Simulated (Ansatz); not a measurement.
`NC[TeH]` + `O[SiH3]` → `NCO[SiH3]` + H₂Te  (substitution at a C–Te bond)

Program: Ansatz. Geometries: PBE0-D4/def2-TZVP. ΔE: electronic, gas phase. CCSD(T)/CBS is the MP2 limit (def2-TZVPP, def2-QZVPP) plus CCSD(T) − MP2 in def2-TZVPP, frozen cores. DFT in def2-TZVPP. B3LYP here is the variant with VWN-RPA as its local correlation; programs differ in this. Elements past krypton have def2 core potentials. For Te outer-core shells are correlated without core-valence functions, which leaves a few kJ/mol of doubt a bond. One conformer a species, not always the lowest.

(1) Is it downhill or uphill in electronic energy at CCSD(T)/CBS, and by how much? (Best estimate.)

(2) What do these levels give: r2SCAN-D4, ωB97X-V, B3LYP, r2SCAN0, BHLYP, CCSD(T)/def2-SVP? (Estimate.)

Largest T1 diagnostic among the species: 0.011.

## Answers

(1) Computed: Uphill: ΔE = +20.9 kJ/mol.

(2) Computed: r2SCAN-D4 9.5, ωB97X-V 5.9, B3LYP 8.7, r2SCAN0 9.3, BHLYP 4.6, CCSD(T)/def2-SVP -16.0 kJ/mol.

At CCSD(T), def2-SVP lies −36.9 kJ/mol from the extrapolated value and def2-TZVPP −8.4 kJ/mol. In def2-TZVPP, CCSD(T) changes the Hartree–Fock value by +14.9 kJ/mol (the triples alone add +2.2 kJ/mol) and MP2 by +24.7 kJ/mol. From BLYP to BHLYP (50 % exact exchange), in def2-TZVPP and without D4, ΔE moves by −5.9 kJ/mol.
